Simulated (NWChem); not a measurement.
Total energies of ClGa

```xyz
2

Ga     0.0000     0.0000    -0.7909
Cl     0.0000     0.0000     1.4423
```
Charge 0, spin multiplicity 1.

Everything below was run with NWChem. All single points use one geometry, from B3LYP/def2-SVP, a minimum by its harmonic frequencies.

Basis set: STO-3G (27 functions).

```json
[
 {"method": "RHF", "total energy (Ha)": "-2355.47185"},
 {"method": "MP2", "total energy (Ha)": "-2355.51369"},
 {"method": "B2PLYP", "total energy (Ha)": "-2356.90245"},
 {"method": "B3LYP", "total energy (Ha)": "-2357.36990"},
 {"method": "BHandHLYP", "total energy (Ha)": "-2357.44186"},
 {"method": "CCSD(T)", "total energy (Ha)": "-2355.66284"}
]
```

Total energies of different functionals aren't comparable as a measure of quality: only differences taken within one method are. 

The Hamiltonian is non-relativistic. The correlated methods keep 14 core orbitals frozen. B3LYP has NWChem's definition, with VWN1-RPA local correlation. The structure started from a generated list of species. Coupled-cluster values serve here as a point of comparison, not as the truth.
